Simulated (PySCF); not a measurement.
Start geometry of `N[SiH2][SiH2]O[SiH3]` from GFN2-xTB (Å):
```
atom  x, y, z in Å
N1    -3.036    0.071    0.157
Si2   -1.557   -0.597    0.648
Si3    0.026    0.902   -0.041
O4     1.502    0.206    0.329
Si5    2.978   -0.357    0.354
H6    -3.904   -0.433    0.281
H7    -3.236    1.064    0.346
H8    -1.546   -1.903   -0.013
H9    -1.506   -0.898    2.119
H10    0.080    2.195    0.685
H11    0.100    1.230   -1.455
H12    3.137   -1.263   -0.761
H13    3.864    0.797    0.244
H14    3.090   -1.029    1.659
```

Task: What comes out of this run: PBE0-D3(BJ)/def2-SVP geometry optimisation, gas phase (PySCF)?

Result: 
```
atom  x, y, z in Å
N1    -3.1668    0.3306    0.3825
Si2   -1.7553   -0.6278    0.7187
Si3    0.0877    0.6240   -0.0109
O4     1.4894   -0.0949    0.5355
Si5    3.1091   -0.2652    0.2342
H6    -4.0827   -0.1034    0.4300
H7    -3.2111    1.2782    0.7418
H8    -1.8684   -1.8915   -0.0734
H9    -1.5436   -1.0333    2.1523
H10    0.0153    2.0305    0.5050
H11    0.1058    0.7034   -1.5080
H12    3.3257   -1.0250   -1.0343
H13    3.7669    1.0721    0.1099
H14    3.7208   -1.0128    1.3685
```

The energy falls by 10.8 kcal/mol over 17 energy and gradient evaluations, the largest force component goes from 0.0545 to 4.0e-04 Eh/bohr, and the atoms move by 0.350 Å rms after alignment. The bond that changes most is O4–Si5 (siloxane oxygen to oxygen-bound silicon), which lengthens by 0.075 Å. Bonds longer at the end by more than 0.005 Å: 9 of 13; shorter: 2. Among the angles that change most is Si3–O4–Si5, from 167.4° to 143.8°. Among the dihedrals that turn most is H9–Si2–Si3–H10, from -53° to -78°. Rotational constants go from 7313, 915.5, 839.4 to 8965, 823.0, 777.5 MHz. The orientation of the end geometry is arbitrary; only internal coordinates are fixed.

The run used 127 basis functions and 109 SCF cycles in all. The run took 1.9 min on one thread of an Arm Neoverse V1, on a shared host, and the process peaked at 0.52 GiB of memory.

No PBE0-D3(BJ)/def2-SVP frequencies stand behind this structure, so it isn't proved a minimum. The numbers are those of one conformer.
